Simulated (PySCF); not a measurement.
**Working out the ionisation energy of Bi**

Bi [Xe] 4f14 5d10 6s2 6p3 (4S) → Bi⁺ [Xe] 4f14 5d10 6s2 6p2 (3P). Calculation: PySCF 2.14, in aug-cc-pwCVDZ-PP with ECP60MDF; a scalar-relativistic core potential. Frozen: 5s2 5p6 5d10. Energies in hartree (1 hartree = 27.21139 eV):

```
            part   Bi (lower)  Bi⁺ (upper)
             UHF  -213.591532  -213.289222
CCSD correlation    -0.053720    -0.043782
             (T)    -0.000834    -0.000497
```

Q: What does Hartree-Fock give?

A: (-213.289222) − (-213.591532) = 0.302310 hartree = 8.226 eV.

Q: What do CCSD and CCSD(T) give?

A: The CCSD correlation energies differ by 0.009938 hartree = 0.270 eV and the triples by 0.000337 hartree = 0.009 eV, so CCSD gives 8.496 eV and CCSD(T) 8.505 eV.

Reference: 7.286 eV (measured; NIST Atomic Spectra Database, ionization energies), between the lowest levels; spin-orbit coupling is absent from the calculation.

A double-zeta basis recovers only part of the correlation energy.

What remains against the reference includes basis incompleteness, the frozen core and higher excitations.
